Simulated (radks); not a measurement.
Values are calculated unless marked as measured or tabulated.
Task: Nb IV, configuration [Kr] 4d0.5 5s1 5p0.5 (fractional occupations, a model configuration). Code: a radial shooting solver on a logarithmic mesh with Libxc functionals. Model: scalar-relativistic Kohn-Sham, SCAN, spin-polarised, spherical densities, finite nucleus; open shells are filled with parallel spins first (spin-orbit coupling, left out, can overturn this in heavy ions); meta-GGA in the generalised Kohn-Sham scheme; Fermi nuclear charge, rms radius 4.324 fm. Some entries of the table are withheld. Estimate them.

orbital  occ.  eigenvalue (eV)  r(max) (bohr)
1s up       1        -18889.79        0.02349
1s down     1        -18889.72        0.02349
2s up       1        -2689.729         0.1330
2s down     1        -2689.615         0.1330
2p up       3        -2402.888         0.1065
2p down     3        -2402.775         0.1065
3s up       1        -487.0699         0.3949
3s down     1        -486.9739         0.3949
3p up       3        -392.3299         0.3890
3p down     3        -392.2083         0.3891
3d up       5              (1)         0.3352
3d down     5              (2)         0.3352
4s up       1         -97.9784            (3)
4s down     1         -97.2595            (4)
4p up       3         -72.4195          1.105
4p down     3         -71.6346          1.105
4d up     0.5         -35.9853            (5)
5s up       1         -29.4256          2.515
5p up     0.5         -22.9682          2.810

Result: 
(1) 3d up eigenvalue (eV): -238.3988
(2) 3d down eigenvalue (eV): -238.2255
(3) 4s up r(max) (bohr): 1.025
(4) 4s down r(max) (bohr): 1.024
(5) 4d up r(max) (bohr): 1.344
